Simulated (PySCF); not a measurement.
# WO2F2, singlet: data card

All numbers come from PBE0/[W def2-SVP with ECP60, O def2-SVP, F def2-SVP], scalar-relativistic core potentials, density fitting, no spin–orbit coupling, PySCF.

The structure is a minimum.

```xyz
5
charge 0 multiplicity 1, angstrom
W     0.0000    0.0000    0.0193
O     0.0000    1.3500    1.0392
O     0.0000   -1.3500    1.0392
F     1.5731    0.0000   -0.9690
F    -1.5731    0.0000   -0.9690
```

* Point group: C2v
* Bond lengths: W–F 1.858 Å (×2), W–O 1.692 Å (×2)
* Bond angles: F–W–F 115.7°, F–W–O 108.7° (×4), O–W–O 105.9°
* Entropy at 298.15 K and 1 bar: 322.6 J/(mol K)
* Highest occupied level: -9.80 eV
* Zero-point energy: 29.0 kJ/mol
* Heat capacity Cp at 298.15 K: 78.9 J/(mol K)
* Enthalpy at 298.15 K above 0 K: 16.97 kJ/mol
* Rotational symmetry number: 2
* Rotational constants: 0.1311, 0.1107, 0.1026 cm⁻¹
* Principal quadrupole moments (Buckingham, traceless) about the centre of mass: -0.49, 0.24, 0.25 D Å
* Lowest empty level: -2.56 eV
* Dipole moment: 1.72 D
* Atomisation energy without zero-point energy: 2491 kJ/mol
* Principal polarisabilities: 29.8, 32.7, 38.0 bohr³

Harmonic modes (masses in u: W 183.951, O 15.995, F 18.998):
```json
{"symmetry": "a1", "ω (cm⁻¹)": "175", "IR (km/mol)": "8.9", "type": "bend"}
{"symmetry": "b2", "ω (cm⁻¹)": "217", "IR (km/mol)": "14.8", "type": "bend"}
{"symmetry": "a2", "ω (cm⁻¹)": "259", "IR (km/mol)": "0.0", "type": "bend"}
{"symmetry": "b1", "ω (cm⁻¹)": "262", "IR (km/mol)": "21.9", "type": "bend"}
{"symmetry": "a1", "ω (cm⁻¹)": "370", "IR (km/mol)": "4.4", "type": "bend"}
{"symmetry": "a1", "ω (cm⁻¹)": "719", "IR (km/mol)": "79.3", "type": "stretch"}
{"symmetry": "b1", "ω (cm⁻¹)": "728", "IR (km/mol)": "129", "type": "stretch"}
{"symmetry": "b2", "ω (cm⁻¹)": "1041", "IR (km/mol)": "202", "type": "stretch"}
{"symmetry": "a1", "ω (cm⁻¹)": "1080", "IR (km/mol)": "64.7", "type": "stretch"}
```

In C2v the vibrations span 4a1 + 2b2 + a2 + 2b1. The a2 mode carries no infrared intensity, as symmetry demands.

Charges (e):
| atom | Mulliken | Löwdin | polar tensor | Mayer order to W1 |
| --- | --- | --- | --- | --- |
| W1 | 1.34 | 0.54 | 2.60 | – |
| O2,3 | -0.33 | -0.13 | -0.71 | 2.13 |
| F4,5 | -0.33 | -0.14 | -0.59 | 1.01 |

Mulliken populations on W1 (electrons outside its core potential): s 2.36, p 6.33, d 3.72, f 0.25.

Outer orbital energies (eV). occupied: -13.89, -13.15, -12.76, -12.01, -11.36, -11.09, -10.80, -9.80; empty: -2.56, -2.19, -1.10, -0.91.

Formally W is in oxidation state +6, d0. The polar-tensor charge on W, 2.60, is far below the formal one.

Other isomers or separated fragments may lie lower. Spin–orbit coupling, left out here, can matter for elements this heavy.

The final relaxation and frequency run took about 100 core-seconds on a shared host.
